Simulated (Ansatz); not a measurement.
# CH4AlIn: structure from calculated spectroscopic constants

These gas-phase data were calculated for one isomer of CH4AlIn at B3LYP-D3(BJ)/def2-SVP (harmonic, unscaled wavenumbers; equilibrium rotational constants with average atomic masses):

* rotational constants: 22.29, 1.462, 1.414 GHz
* all wavenumbers above 1500 cm⁻¹: 3071, 2996, 1897, 1895
* dipole moment: 2.27 D (PBE0/def2-TZVPD)

Candidates:

(1) `[CH3][AlH][In]`, a singlet
(2) `[AlH2][CH2][In]`, a singlet

Task: Which structure fits?

Result: Candidate (2). 2 modes lie between 1700 and 2050 cm⁻¹, one for each Al–H bond, while (1) has 1.

The same quantities for all candidates:

|  | rotational constants (GHz) | wavenumbers above 1500 cm⁻¹ | dipole (D) | E above the lowest, B3LYP-D3(BJ)/def2-SVP (kcal/mol) |
| --- | --- | --- | --- | --- |
| (1) | 19.39, 1.265, 1.196 | 3106, 3070, 2997, 1790 | 1.65 | 0.9 |
| (2) | 22.29, 1.462, 1.414 | 3071, 2996, 1897, 1895 | 2.27 | 0.0 |

Each candidate is one conformer. Atoms past krypton carry core potentials. Programs: Ansatz 0.2.0.
